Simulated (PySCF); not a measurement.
Isomers of C8H9N, mass 119.073 u with the commonest isotopes. The calculation used PBE0/pcSseg-1 in PySCF (dipole) on a GFN2-xTB geometry, gas phase. One conformer each, none proved a minimum here; rigid rotors.

Question: Order these by radius of gyration √(Σ m r²/M), largest first.
A. `[CH2:1]=[CH:2][c:3]1[cH:4][cH:5][cH:6][cH:7][c:8]1[NH2:9]` with C1–C2–C3–C4 32° (2-vinylaniline)
B. `[CH3:1][C@@H:2]1[C:3]([C:4]#[N:5])=[C:6]1[CH:7]1[CH2:8][CH2:9]1` with C3–C6–C7–C8 34°
C. `[CH2:1]=[C:2]1[CH2:3][C@@H:4]1[n:5]1[cH:6][cH:7][cH:8][cH:9]1` with C3–C4–N5–C6 -126°
D. `[H]/[N:2]=[CH:3]/[C@@H:4]1[C@H:5]2[C@H:6]([CH3:7])[C@:8]12[C:9]#[CH:10]` with N2–C3–C4–C5 -147°
E. `[CH2:1]=[N:2][c:3]1[cH:4][cH:5][cH:6][c:7]([CH3:8])[cH:9]1` with C1–N2–C3–C4 -47°
F. `[CH2:1]=[CH:2][c:3]1[cH:4][cH:5][n:6][c:7]([CH3:8])[cH:9]1` with C1–C2–C3–C4 7°
G. `[CH2:1]=[C:2]([CH3:3])[c:4]1[cH:5][cH:6][cH:7][cH:8][n:9]1` with C1–C2–C4–C5 5°

Answer: B (2.274 Å), D (2.223 Å), F (2.195 Å), E (2.169 Å), C (2.124 Å), G (2.102 Å), A (2.076 Å).

Question: Order these by rotational constant C, largest first.
A. `[CH2:1]=[C:2]1[CH2:3][C@@H:4]1[n:5]1[cH:6][cH:7][cH:8][cH:9]1` with C3–C4–N5–C6 -126°
B. `[H]/[N:2]=[CH:3]/[C@@H:4]1[C@H:5]2[C@H:6]([CH3:7])[C@:8]12[C:9]#[CH:10]` with N2–C3–C4–C5 -147°
C. `[CH2:1]=[N:2][c:3]1[cH:4][cH:5][cH:6][c:7]([CH3:8])[cH:9]1` with C1–N2–C3–C4 -47°
D. `[CH3:1][C@@H:2]1[C:3]([C:4]#[N:5])=[C:6]1[CH:7]1[CH2:8][CH2:9]1` with C3–C6–C7–C8 34°

Answer: A (974.0 MHz), C (912.2 MHz), B (887.8 MHz), D (867.2 MHz).

Question: Order these by rotational constant A, largest first.
A. `[CH2:1]=[CH:2][c:3]1[cH:4][cH:5][cH:6][cH:7][c:8]1[NH2:9]` with C1–C2–C3–C4 32°
B. `[CH2:1]=[C:2]([CH3:3])[c:4]1[cH:5][cH:6][n:7][cH:8][cH:9]1` with C1–C2–C4–C5 146°
C. `[CH2:1]=[C:2]1[CH2:3][C@@H:4]1[n:5]1[cH:6][cH:7][cH:8][cH:9]1` with C3–C4–N5–C6 -126°
D. `[H]/[N:2]=[CH:3]/[C@@H:4]1[C@H:5]2[C@H:6]([CH3:7])[C@:8]12[C:9]#[CH:10]` with N2–C3–C4–C5 -147°
E. `[CH3:1][C@@H:2]1[C:3]([C:4]#[N:5])=[C:6]1[CH:7]1[CH2:8][CH2:9]1` with C3–C6–C7–C8 34°
F. `[CH2:1]=[N:2][c:3]1[cH:4][cH:5][cH:6][c:7]([CH3:8])[cH:9]1` with C1–N2–C3–C4 -47°

Answer: C (4035 MHz), B (3750 MHz), F (3486 MHz), A (2618 MHz), D (2535 MHz), E (1993 MHz).

| SMILES | point group | Ia (u·Å²) | Ib (u·Å²) | Ic (u·Å²) | κ | μa (D) | μb (D) | μc (D) |
| --- | --- | --- | --- | --- | --- | --- | --- | --- |
| C[C@@H]1C(C#N)=C1C1CC1 | C1 | 253.64 | 394.91 | 582.77 | -0.27 | 3.92 | 3.33 | 0.30 |
| C=C1C[C@@H]1n1cccc1 | C1 | 125.26 | 429.84 | 518.86 | -0.87 | 2.04 | 0.58 | 0.27 |
| C=C(C)c1ccncc1 | – | 134.77 | 417.43 | 527.74 | -0.82 | 2.63 | 0.19 | 0.08 |
| [H]/N=C/[C@@H]1[C@H]2[C@H](C)[C@@]21C#C | C1 | 199.35 | 408.02 | 569.27 | -0.57 | 1.28 | 0.38 | 1.88 |
| C=C(C)c1ccccn1 | near Cs | 136.57 | 391.34 | 524.45 | -0.76 | 1.11 | 1.35 | 0.05 |
| C=Nc1cccc(C)c1 | C1 | 144.96 | 421.38 | 554.00 | -0.78 | 0.09 | 0.65 | 1.02 |
| C=Cc1ccccc1N | C1 | 193.05 | 323.28 | 510.13 | -0.30 | 0.22 | 1.43 | 0.92 |
| C=Cc1ccnc(C)c1 | near Cs | 133.25 | 442.12 | 571.85 | -0.82 | 1.79 | 1.16 | 0.01 |
